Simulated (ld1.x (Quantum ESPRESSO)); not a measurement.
Values are calculated unless marked as measured or tabulated.
Hardness and transferability of assorted potentials

Generated with ld1.x 7.5 (TM, RRKJ, ultrasoft, PAW), atompaw 4.2 or ONCVPSP 4.0.1. The cutoff is in Ry: for ld1.x and atompaw files where the sum of valence levels is converged to 10 mRy in a Bessel basis, for ONCV files where the hardest occupied wave has 1 mHa per electron of residual kinetic energy. The error is the largest all-electron minus pseudo excitation energy over each file’s own four to seven test configurations (ionisations up to +4, promotions, holes and added fractions of an electron), all of which were solved. The labels leave out finer settings (local radius, basis sizes, second energies), which also bear on the numbers. Spin-polarised tests are not counted. The rows are a selection from randomly drawn settings: files with unsolved tests, undetermined cutoffs or missed reference levels are left out.

A true bound ghost makes a file unfit for plane-wave use even where its test errors are small: the radial tests pick states by their node count and pass the ghost by.

| element | potential | cutoff (Ry) | largest error (meV) | bound ghosts |
| --- | --- | --- | --- | --- |
| H | TM, PBE, fully relativistic, rc 0.76/0.55 (sp), local s, core correction no, reference 1s0.75 | 30 | +0.1 | none |
| O | TM, PBEsol, scalar-relativistic, rc 0.90/1.60 (sp), local smoothed, core correction yes, reference 2s2 2p3.5 | 70 | +830 | none |
| P | TM semilocal, PBE, non-relativistic, rc 1.45/1.35 (sp), local s, core correction yes, reference 3s2 3p3 | 50 | +56 | none |
| Cr | TM semilocal, PBE, scalar-relativistic, rc 2.45/1.55/1.35/2.30 (spdf), local p, core correction yes, reference 3p6 3d5.5 4s0.5 4p0 | 110 | -85 | none |
| Co | TM, PBEsol, scalar-relativistic, rc 2.00/2.80/1.80 (spd), local s, core correction no, reference 3d7 4s2 4p0 | 90 | -249 | none |
| Ge | TM semilocal, revPBE, scalar-relativistic, rc 1.30/1.50/1.10 (spd), local p, core correction no, reference 3d10 4s2 4p2 | 230 | +36 | none |
| Tc | TM, PBE, fully relativistic, rc 2.25/3.05/1.70 (spd), local s, core correction yes, reference 4d5 5s2 5p0 | 45 | -247 | none |
| Bi | TM, PBEsol, scalar-relativistic, rc 1.35/2.35/1.60 (spd), local smoothed, core correction yes, reference 5d10 6s2 6p0 | 120 | -267 | s |

(1) Fill in the row for Ar: ultrasoft, LDA (PZ), non-relativistic, rc 1.15/1.05 (sp), local smoothed, core correction no, reference 3s2 3p6.

## Answers

(1) cutoff 35 Ry, largest error +119 meV, bound ghosts: none.
